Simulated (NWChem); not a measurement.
# Lowest excitation of H4N (+1)

```xyz
5

N      0.0000     0.0000     0.0000
H      0.8428     0.0000     0.5960
H     -0.8428     0.0000     0.5960
H      0.0000     0.8428    -0.5960
H      0.0000    -0.8428    -0.5960
```
Charge +1, spin multiplicity 1.

All runs are NWChem calculations. The geometry was optimised at B3LYP/def2-SVP, a minimum by its harmonic frequencies.

Basis set: aug-cc-pVDZ. CR-EOMCCSD(T) is the triples correction to the same EOM-CCSD root.

```tsv
method	lowest vertical singlet excitation energy (eV)	difference from EOM-CCSD
TDA-LDA (SVWN5)	14.31	-1.10
CIS	15.95	+0.54
EOM-CCSD	15.41	0.00
CR-EOMCCSD(T)	15.39	-0.02
TD-PBE	14.25	-1.16
TD-B3LYP	14.56	-0.84
```

The values span 1.70 eV, from TD-PBE (lowest) to CIS (highest). 

The correlated methods keep 1 core orbital frozen. B3LYP has NWChem's definition, with VWN1-RPA local correlation. The structure started from a generated list of species. No row is a measurement; the coupled-cluster row has its own basis-set and correlation limits.
